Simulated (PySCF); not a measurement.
SMILES c1cc(C#N)c(CC)cc1 (C9H9N) (GFN2-xTB optimised geometry):

```
19

C     -1.574    -2.382    -1.482
C     -1.479    -1.865    -0.044
C     -0.713    -0.576     0.000
C     -1.366     0.648    -0.005
C     -0.658     1.837    -0.006
C      0.729     1.826    -0.003
C      1.404     0.622     0.000
C      0.688    -0.576     0.000
C      1.402    -1.796     0.002
N      1.996    -2.778     0.001
H     -0.581    -2.587    -1.877
H     -2.057    -1.645    -2.120
H     -2.153    -3.302    -1.512
H     -0.978    -2.617     0.571
H     -2.484    -1.708     0.352
H     -2.447     0.667    -0.006
H     -1.189     2.778    -0.008
H      1.280     2.754    -0.003
H      2.484     0.593     0.003
```

Level of theory: B3LYP/def2-SVP run with PySCF.

Problem. What are the frontier orbital energies and the dipole moment?

Solution. HOMO-2 -9.10 eV, HOMO-1 -7.49 eV, HOMO -7.25 eV, LUMO -1.48 eV, LUMO+1 -0.72 eV; dipole moment 4.03 D.

Meta-Löwdin charges at B3LYP/def2-SVP: C1 -0.27, C2 -0.17, C3 0.05, C4 -0.11, C5 -0.08, C6 -0.10, C7 -0.08, C8 -0.04, C9 0.10, N10 -0.22, H11 0.10, H12 0.09, H13 0.10, H14 0.10, H15 0.09, H16 0.10, H17 0.11, H18 0.11, H19 0.12.
